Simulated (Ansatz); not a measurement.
System: CF (charge 0, doublet). SMILES: [C]F
Geometry from a B3LYP-D3(BJ)/def2-TZVP (Ansatz, a quantum-chemistry and plane-wave program) optimisation:
```xyz
2

C      0.0000     0.0000    -0.7653
F      0.0000     0.0000     0.5102
```
Charge 0, spin multiplicity 2.

Quantity: atomisation energy (electronic, to ground-state atoms), in eV. Valence correlation only, unless marked. UHF or UKS for open shells. Spin-orbit coupling is left out. No relativistic terms. The coupled-cluster limit lacks core correlation, which all-electron functionals hold. Basis-set limits of correlation are two-point, X^-3; Hartree-Fock from the larger set (for Q and 5 zeta extrapolated as (X+1)exp(-9√X)).

| level | program | atomisation energy (eV) |
|---|---|---|
| HF/aug-cc-pVDZ | Ansatz | 3.28 |
| PBE0-D4/def2-TZVP | Ansatz + dftd4 | 5.84 |
| SCS-MP2/6-31G | Ansatz | 4.14 |

Problem. Predict the CCSD(T)/CBS(cc-pVQZ,cc-pV5Z) result (Ansatz).

Solution. 5.73 eV, so SCS-MP2/6-31G differs from it by -1.59 eV.
